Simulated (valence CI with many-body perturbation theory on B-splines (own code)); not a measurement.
The numbers below are computed, except where a source is named.
# Pr XXIX: what each term of the Hamiltonian does

Method: configuration interaction combined with many-body perturbation theory (CI+MBPT): three valence electrons over a frozen Dirac-Fock core [Ar] 3d10, radial functions for each j: 11 s, 11 p, 9 d, 7 f, 5 g, 2 h, 1 i, with the one-electron correlation potential Σ1, the two-electron term Σ2, the three-electron term Σ3, Breit, model QED; selected CI, second order for the rest (own B-spline code, finite nucleus).

No measured spectrum was set against this ion. As an estimate, large intervals hold to a few tenths of a per cent, small ones and those within an open d or f shell to about a per cent.

Each rung adds one term. CI alone is the Dirac-Coulomb CI over the frozen core; QED comes last and gives the full result, which names the levels. Energies are above (4s^2 4p1/2) J=1/2 on the same rung, in eV.

Levels are named by their leading jj configuration (3d3/2^4 stands for four electrons in 3d with j = 3/2), which in mixed levels can hold well under half, so a name can repeat and another be missing. Letters in brackets count levels of one name in rising energy.

```tsv
Level	CI alone	+ Σ1	+ Σ2	+ Σ3	+ Breit	Full
(4s^2 4p3/2) J=3/2	28.74	28.88	28.94	28.94	28.57	28.62
(4s 4p1/2^2) J=1/2	60.56	60.53	60.76	60.77	61.09	60.62
(4s 4p1/2 4p3/2) J=3/2 [a]	81.42	81.51	82.01	82.03	82.01	81.58
(4s 4p1/2 4p3/2) J=5/2	87.00	87.10	87.43	87.44	87.38	86.96
(4s 4p1/2 4p3/2) J=3/2 [b]	95.69	95.79	95.75	95.75	95.69	95.28
(4s 4p1/2 4p3/2) J=1/2	99.68	99.78	99.14	99.13	99.14	98.71
(4s 4p3/2^2) J=5/2	113.59	113.81	114.22	114.23	113.83	113.46
(4s 4p3/2^2) J=1/2	128.16	128.40	128.12	128.12	127.76	127.37
(4s 4p3/2^2) J=3/2	128.75	128.96	128.35	128.35	127.96	127.62
(4s^2 4d3/2) J=3/2	140.09	140.17	139.39	139.39	138.85	138.76
(4s^2 4d5/2) J=5/2	144.92	145.02	144.33	144.33	143.62	143.59
(4p1/2^2 4p3/2) J=3/2	159.07	159.13	158.84	158.85	159.15	158.26
(4p1/2 4p3/2^2) J=3/2	181.74	181.89	181.92	181.93	181.85	181.07
(4p1/2 4p3/2^2) J=5/2	182.13	182.27	182.56	182.57	182.44	181.68
(4s 4p1/2 4d3/2) J=3/2 [a]	185.36	185.38	185.66	185.68	185.47	184.93
(4s 4p1/2 4d3/2) J=5/2	189.91	189.94	190.15	190.17	189.89	189.37
(4p1/2 4p3/2^2) J=1/2	192.29	192.50	192.18	192.18	192.12	191.28
(4s 4p1/2 4d5/2) J=5/2 [a]	197.97	198.01	197.81	197.82	197.46	196.96
(4s 4p1/2 4d3/2) J=3/2 [b]	198.05	198.06	197.75	197.76	197.47	196.98
```

Task: How does the ionisation energy move along the ladder, and which term matters most?

Result: CI alone 1028.7, + Σ1 1030.3, + Σ2 1030.2, + Σ3 1030.1, + Breit 1029.2, + QED 1029.2 eV. The largest step is Σ1, 1.6 eV. NIST lists 1028 ± 4 eV (theoretical).
